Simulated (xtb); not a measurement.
F$_{2}$Sc (SMILES [F][Sc+][F]), charge +1, singlet, at a GFN2-xTB geometry (such geometries of metal compounds can be far from the true shape) (the multiplicity is a formal guess), atoms displaced at random by about 0.02 Å a coordinate; GFN1-xTB (xtb).

The xtb input:
```
$ xtb mol.xyz --gfn 1 --chrg 1 --opt crude --json

# file mol.xyz
3

Sc     0.26510551     0.14613091     0.08449536
F     -0.52852137     1.02774721    -1.17627759
F     -0.12178761    -1.37673502     0.97325907
```

Predict the main parts of the log of this xtb run.


```
   ID    Z sym.   atoms
    1   21 Sc     1
    2    9 F      2, 3

           -------------------------------------------------
          |                Calculation Setup                |
           -------------------------------------------------

           -------------------------------------------------
          |                 G F N 1 - x T B                 |
           -------------------------------------------------

          ...................................................
          :                      SETUP                      :
          :.................................................:
          :  # basis functions                  18          :
          :  # atomic orbitals                  17          :
          :  # shells                            7          :
          :  # electrons                        16          :
          :  # halogen bonds                     0          :
          :  max. iterations                   250          :
          :  Hamiltonian                  GFN1-xTB          :
          :  restarted?                      false          :
          :  GBSA solvation                  false          :
          :  PC potential                    false          :
          :  electronic temp.          300.0000000     K    :
          :  accuracy                    1.0000000          :
          :  -> integral cutoff          0.2500000E+02      :
          :  -> integral neglect         0.1000000E-07      :
          :  -> SCF convergence          0.1000000E-05 Eh   :
          :  -> wf. convergence          0.2000000E-04 e    :
          :  Broyden damping             0.4000000          :
          :  net charge                          1          :
          :  unpaired electrons                  0          :
          ...................................................

 iter      E             dE          RMSdq      gap      omega  full diag
   1     -3.7271712 -0.372717E+01  0.651E+01    0.00       0.0  T
   2     -8.1206853 -0.439351E+01  0.337E+01   30.55       1.0  T
   3     -8.3368764 -0.216191E+00  0.246E+01   26.86       1.0  T
   4     -6.1658646  0.217101E+01  0.773E+01    0.00       1.0  T
   5     -6.2943482 -0.128484E+00  0.796E+01    0.01       1.0  T
   6     -8.1064923 -0.181214E+01  0.352E+01   29.94       1.0  T
   7     -8.3580880 -0.251596E+00  0.232E+01   26.62       1.0  T
   8    -10.7438314 -0.238574E+01  0.885E+00    3.27       1.0  T
[...]
         :: total energy             -10.740171660550 Eh    ::
 * total energy  :   -10.7401717 Eh     change       -0.6146195E-12 Eh
 * total energy  :   -10.7419523 Eh     change       -0.1780617E-02 Eh
 * total energy  :   -10.7452846 Eh     change       -0.3332311E-02 Eh
 * total energy  :   -10.7454281 Eh     change       -0.1434980E-03 Eh
   *** GEOMETRY OPTIMIZATION CONVERGED AFTER 4 ITERATIONS ***
         :: total energy             -10.745428087250 Eh    ::
[...]
         4        2.0000           -0.8950884             -24.3566
         5        2.0000           -0.8878122             -24.1586
         6        2.0000           -0.8811983             -23.9786
         7        2.0000           -0.8777233             -23.8841
         8        2.0000           -0.8767115             -23.8565 (HOMO)
         9                         -0.7809227             -21.2500 (LUMO)
        10                         -0.7184785             -19.5508
        11                         -0.7180823             -19.5400
        12                         -0.7170962             -19.5132
        13                         -0.7106539             -19.3379
        14                         -0.7026692             -19.1206
        15                         -0.5669426             -15.4273
        16                         -0.4144718             -11.2784
        17                         -0.3196465              -8.6980
      -------------------------------------------------------------
                  HL-Gap            0.0957889 Eh            2.6065 eV
             Fermi-level           -0.8288171 Eh          -22.5533 eV

  Mulliken/CM5 charges         n(s)   n(p)   n(d)
     1Sc    1.03071  1.31296   1.222  0.749 -0.001
     2F    -0.01517 -0.15539   1.727  5.288  0.000
     3F    -0.01554 -0.15757   1.727  5.289  0.000

Wiberg/Mayer (AO) data.
largest (>0.10) Wiberg bond orders for each atom

 ---------------------------------------------------------------------------
     #   Z sym  total        # sym  WBO       # sym  WBO       # sym  WBO
 ---------------------------------------------------------------------------
     1  21 Sc   2.250 --     3 F    1.125     2 F    1.125
     2   9 F    1.492 --     1 Sc   1.125     3 F    0.367
     3   9 F    1.493 --     1 Sc   1.125     2 F    0.367
 ---------------------------------------------------------------------------

Topologies differ in total number of bonds
Writing topology from bond orders to xtbtopo.mol

 dipole moment from electron density (au)
     X       Y       Z
   1.2551   0.6063   0.4584  total (Debye):    3.730

optimized geometry written to: xtbopt.xyz

           -------------------------------------------------
          | TOTAL ENERGY              -10.745428087250 Eh   |
          | GRADIENT NORM               0.005002120993 Eh/α |
          | HOMO-LUMO GAP               2.606547468031 eV   |
           -------------------------------------------------
```
